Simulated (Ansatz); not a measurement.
Molecule: C$_{2}$H$_{4}$O (charge +1, doublet). SMILES of the parent species: C[C]O
Structure (B3LYP-D3(BJ)/def2-TZVP (Ansatz, a quantum-chemistry and plane-wave program) minimum search):
```xyz
7

C      1.1843    -0.3420     0.0272
C     -0.0990     0.1643    -0.3873
O     -1.2134     0.3035     0.1053
H      1.4749    -1.1366    -0.6733
H      1.9228     0.4592    -0.1110
H      1.1812    -0.7054     1.0610
H     -1.3836     0.0212     1.0419
```
Charge +1, spin multiplicity 2.

Parts of the frozen-core correlation energy in cc-pwCVTZ (Ansatz, hartree). Frozen orbitals: 3; correlated occupied orbitals by spin: 9 and 8; virtual: 173 and 174. Open shells are spin-unrestricted. Spin-orbit coupling is left out. Non-relativistic.

```tsv
term	value
reference (HF)	-152.63946
MP2 opposite-spin	-0.40038
MP2 same-spin	-0.12620
CCSD correlation	-0.55007
(T)	-0.02233
T1 diagnostic	0.018
largest doubles amplitude	0.060
<S^2> of the reference	0.759
```
